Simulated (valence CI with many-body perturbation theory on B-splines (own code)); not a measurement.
## Br²²⁺: electric-dipole lines

Level of theory: relativistic CI+MBPT: three valence electrons over a frozen Dirac-Fock core [Ne], a basis of 11 s, 11 p, 9 d, 7 f, 5 g, 2 h, 1 i functions for each j, with the one-electron correlation potential Σ1 (screened to all orders), the two-electron term Σ2, the three-electron term Σ3, Breit, model QED; selected single and double excitations, second order for the rest (own B-spline code, finite nucleus).

No measured levels were compared; by estimate levels of excited configurations hold to 0.05 to 0.15 % of their energy, terms of the ground configuration to about 0.5 %.

Lines 1 to 50 of 276 in falling wavelength, among levels below 235.92 eV, chosen from the strongest by gf and those to the six lowest levels. Wavelengths and rates use the calculated energies, so an error of 500 cm⁻¹ moves a line at 32.61 nm by 0.16 % and its rate by three times that or more. Electric multipoles are in the length gauge, E1 and E2 with the static RPA response of the core. Weak lines are less certain than strong ones. Lines between different terms over intervals too small for the method are left out, as are lines whose strength nearly cancels. The highest levels of a list are the least certain.

Names give the largest LS component (configuration and term), which can be under half, so a name can repeat, a term be missing and a line seem to break the LS rules; names also repeat where a configuration has a term twice. Letters in brackets count levels of one name in rising energy.

| λ vac (nm) | Upper | Lower | A (s⁻¹) | S (a.u.) |
| --- | --- | --- | --- | --- |
| 32.61 | 3s 3p2 4P_1/2 | 3s2 3p 2P°_3/2 | 5.86e+07 | 2.01e-03 |
| 31.58 | 3p3 2D°_5/2 | 3s 3p2 2P_3/2 | 1.39e+09 | 1.30e-01 |
| 28.63 | 3p2 3d 2F_7/2 [a] | 3s 3p 3d 2F°_7/2 [a] | 9.34e+08 | 8.65e-02 |
| 28.50 | 3s 3p2 4P_3/2 | 3s2 3p 2P°_3/2 | 7.13e+07 | 3.26e-03 |
| 28.35 | 3p2 3d 2G_7/2 | 3s 3p 3d 2F°_5/2 [b] | 1.97e+09 | 1.78e-01 |
| 26.86 | 3p3 2D°_3/2 | 3s 3p2 2P_1/2 | 2.10e+09 | 8.05e-02 |
| 26.51 | 3p2 3d 2F_5/2 [a] | 3s 3p 3d 2D°_5/2 [a] | 1.67e+09 | 9.24e-02 |
| 26.04 | 3s 3p2 4P_5/2 | 3s2 3p 2P°_3/2 | 5.10e+08 | 2.67e-02 |
| 25.90 | 3p2 3d 4F_9/2 | 3s 3p 3d 2F°_7/2 [a] | 1.70e+09 | 1.46e-01 |
| 25.54 | 3s 3p2 4P_1/2 | 3s2 3p 2P°_1/2 | 5.41e+08 | 8.90e-03 |
| 25.29 | 3p2 3d 2P_1/2 [b] | 3s 3p 3d 2P°_3/2 [b] | 4.58e+09 | 7.31e-02 |
| 25.24 | 3p2 3d 2G_9/2 | 3s 3p 3d 2F°_7/2 [b] | 3.43e+09 | 2.73e-01 |
| 24.72 | 3p2 3d 2F_5/2 [a] | 3s 3p 3d 2F°_5/2 [a] | 1.60e+09 | 7.16e-02 |
| 23.40 | 3p3 2P°_1/2 | 3s 3p2 2S_1/2 | 7.11e+09 | 8.99e-02 |
| 23.08 | 3p2 3d 2D_3/2 [b] | 3s 3p 3d 2P°_1/2 [a] | 2.80e+09 | 6.79e-02 |
| 22.95 | 3s 3p2 4P_3/2 | 3s2 3p 2P°_1/2 | 1.07e+07 | 2.56e-04 |
| 22.52 | 3p2 3d 2F_7/2 [a] | 3s 3p 3d 4D°_5/2 | 2.90e+09 | 1.31e-01 |
| 22.51 | 3p2 3d 2F_7/2 [a] | 3s 3p 3d 4D°_7/2 | 1.39e+09 | 6.24e-02 |
| 22.36 | 3p2 3d 4F_3/2 | 3s 3p 3d 4D°_1/2 | 4.96e+09 | 1.09e-01 |
| 22.29 | 3p2 3d 4D_3/2 | 3s 3p 3d 2D°_5/2 [a] | 2.85e+09 | 6.22e-02 |
| 22.21 | 3p2 3d 4D_5/2 | 3s 3p 3d 2D°_5/2 [a] | 1.88e+09 | 6.11e-02 |
| 22.19 | 3p3 2D°_3/2 | 3s 3p2 2D_3/2 | 2.48e+09 | 5.35e-02 |
| 22.01 | 3p2 3d 2F_7/2 [b] | 3s 3p 3d 2D°_5/2 [b] | 4.31e+09 | 1.81e-01 |
| 21.96 | 3p2 3d 2F_5/2 [b] | 3s 3p 3d 2F°_5/2 [b] | 3.06e+09 | 9.60e-02 |
| 21.87 | 3p3 2P°_3/2 | 3s 3p2 2P_3/2 | 4.13e+09 | 8.52e-02 |
| 21.82 | 3p2 3d 4D_1/2 | 3s 3p 3d 4P°_1/2 | 7.18e+09 | 7.37e-02 |
| 21.67 | 3s 3p2 2D_3/2 | 3s2 3p 2P°_3/2 | 9.18e+07 | 1.85e-03 |
| 21.63 | 3p2 3d 2F_5/2 [b] | 3s 3p 3d 2F°_7/2 [b] | 3.44e+09 | 1.03e-01 |
| 21.51 | 3p3 2D°_5/2 | 3s 3p2 2D_5/2 | 5.01e+09 | 1.47e-01 |
| 21.31 | 3p2 3d 2G_9/2 | 3s 3p 3d 2F°_7/2 [a] | 7.68e+09 | 3.67e-01 |
| 20.93 | 3p2 3d 2F_5/2 [a] | 3s 3p 3d 4D°_3/2 | 3.79e+09 | 1.03e-01 |
| 20.79 | 3p2 3d 4F_9/2 | 3s 3p 3d 4D°_7/2 | 5.15e+09 | 2.28e-01 |
| 20.57 | 3p2 3d 2G_7/2 | 3s 3p 3d 2D°_5/2 [a] | 2.36e+09 | 8.13e-02 |
| 20.55 | 3p2 3d 4D_3/2 | 3s 3p 3d 4P°_3/2 | 4.16e+09 | 7.13e-02 |
| 20.53 | 3s 3p2 2D_5/2 | 3s2 3p 2P°_3/2 | 3.69e+09 | 9.45e-02 |
| 20.49 | 3p2 3d 4D_5/2 | 3s 3p 3d 4P°_3/2 | 2.53e+09 | 6.43e-02 |
| 20.38 | 3p3 2D°_5/2 | 3s 3p2 2D_3/2 | 9.27e+08 | 2.33e-02 |
| 20.35 | 3p2 3d 4D_5/2 | 3s 3p 3d 4D°_5/2 | 3.86e+09 | 9.62e-02 |
| 20.34 | 3p2 3d 4D_5/2 | 3s 3p 3d 4D°_7/2 | 2.30e+09 | 5.75e-02 |
| 20.22 | 3p2 3d 2F_7/2 [b] | 3s 3p 3d 2F°_5/2 [b] | 2.08e+09 | 6.80e-02 |
| 19.99 | 3p3 4S°_3/2 | 3s 3p2 2D_3/2 | 7.20e+08 | 1.14e-02 |
| 19.98 | 3p2 3d 4D_7/2 | 3s 3p 3d 2D°_5/2 [a] | 4.76e+09 | 1.50e-01 |
| 19.94 | 3p2 3d 2F_7/2 [b] | 3s 3p 3d 2F°_7/2 [b] | 6.16e+09 | 1.93e-01 |
| 19.92 | 3p2 3d 2F_5/2 [b] | 3s 3p 3d 2P°_3/2 [a] | 6.62e+09 | 1.55e-01 |
| 19.71 | 3s 3p 3d 2F°_7/2 [a] | 3s2 3d 2D_5/2 | 3.95e+09 | 1.19e-01 |
| 19.65 | 3p2 3d 4F_7/2 | 3s 3p 3d 4F°_9/2 | 9.52e+09 | 2.85e-01 |
| 19.48 | 3p2 3d 2F_5/2 [a] | 3s 3p 3d 4F°_7/2 | 6.55e+09 | 1.43e-01 |
| 19.48 | 3p2 3d 2G_7/2 | 3s 3p 3d 2F°_5/2 [a] | 1.19e+10 | 3.48e-01 |
| 19.42 | 3p2 3d 2P_1/2 [a] | 3s 3p 3d 2D°_3/2 | 7.23e+09 | 5.22e-02 |
| 19.33 | 3p2 3d 4F_3/2 | 3s 3p 3d 4F°_5/2 | 9.71e+09 | 1.39e-01 |
